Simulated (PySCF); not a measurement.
A side-by-side comparison of computed properties.

First species: C₆H₁₀FN.
InChI=1S/C6H10FN/c1-3-8-6(2)4-5-7/h3H,1,4-5H2,2H3/b8-6+

Second species: CH₈N₂SSi₃.
Geometry (GFN2-xTB, Å), atoms numbered from 1 in this order:
```
atom  x, y, z in Å
N1    -1.6431    2.8085   -0.6127
C2    -1.9318    1.7039   -0.5019
Si3   -2.2504   -0.1307   -0.3474
Si4   -0.2177   -1.0941   -0.9397
Si5    1.6007   -0.1580    0.1545
N6     0.9968    1.2079    0.9944
S7     2.2745   -1.3897    1.8099
H8    -3.4119   -0.3447   -1.2188
H9    -2.6903   -0.2956    1.0409
H10   -0.3079   -2.5511   -0.7425
H11   -0.0209   -0.9400   -2.3918
H12    2.8277    0.0575   -0.6293
H13    1.4905    1.5587    1.7992
H14    0.5573    1.9644    0.4966
H15    2.7222   -2.3890    1.0668
```

Levels: wB97X-D/def2-SVPD for dipole moment, HOMO energy, LUMO energy, HOMO–LUMO gap, static isotropic polarisability and electronic spatial extent ⟨r²⟩ about the centre of nuclear charge; TDDFT wB97X-D/def2-SVPD for lowest singlet excitation; TDA wB97X-D/def2-SVPD for lowest triplet excitation (Tamm–Dancoff); GFN2-xTB for rotational constant A and rotational constant C. Geometries: GFN2-xTB. Each species is one conformer at its optimised geometry, gas phase, non-relativistic unless stated. Electronic properties by PySCF.

The conformers computed, where there is a choice (atom-mapped SMILES and torsion angles):
- `[CH2:1]=[CH:2]/[N:3]=[C:4](\[CH3:5])[CH2:6][CH2:7][F:8]`: C1–C2–N3–C4 -61°, N3–C4–C6–C7 90°, C4–C6–C7–F8 69°
- `[N:1]#[C:2][SiH2:3][SiH2:4][Si@@H:5]([NH2:6])[SH:7]`: C2–Si3–Si4–Si5 49°, Si3–Si4–Si5–N6 -8°, H–N6–Si5–Si4 156°, H–N6–Si5–Si4 -60°, H–S7–Si5–Si4 68°

Values for the first species:

* Dipole moment: 0.96 D
* HOMO energy: -8.26 eV
* LUMO energy: 1.23 eV
* HOMO–LUMO gap: 9.49 eV
* Lowest singlet excitation: 4.60 eV
* Lowest triplet excitation (Tamm–Dancoff): 3.66 eV
* Static isotropic polarisability: 83.6 au
* Electronic spatial extent ⟨r²⟩ about the centre of nuclear charge: 1247 bohr²
* Rotational constant A: 4.718 GHz
* Rotational constant C: 0.952 GHz

**Question.** Estimate the same properties for the second species, and the change in each.

**Answer.** 
| property | first | second | second less first |
| --- | --- | --- | --- |
| dipole moment | 0.96 D | 2.62 D | +1.66 D |
| HOMO energy | -8.26 eV | -9.10 eV | -0.84 eV |
| LUMO energy | 1.23 eV | 0.47 eV | -0.76 eV |
| HOMO–LUMO gap | 9.49 eV | 9.57 eV | +0.08 eV |
| lowest singlet excitation | 4.60 eV | 5.37 eV | +0.77 eV |
| lowest triplet excitation (Tamm–Dancoff) | 3.66 eV | 4.99 eV | +1.33 eV |
| static isotropic polarisability | 83.6 au | 127.3 au | +43.7 au |
| electronic spatial extent ⟨r²⟩ about the centre of nuclear charge | 1247 bohr² | 2008 bohr² | +761 bohr² |
| rotational constant A | 4.718 GHz | 1.922 GHz | -2.796 GHz |
| rotational constant C | 0.952 GHz | 0.565 GHz | -0.387 GHz |

On the first: The dipole equals about 3.2 × 10⁻³⁰ C·m (1 D = 3.33564 × 10⁻³⁰ C·m). S1 lies 4.89 eV below the HOMO–LUMO gap; its leading configuration is HOMO→LUMO, weight 0.86.

On the second: The 8 singlets span 5.37 to 6.96 eV, and their oscillator strengths add up to 0.30. S1 lies 4.20 eV below the HOMO–LUMO gap; its leading configuration is HOMO→LUMO, weight 0.71.
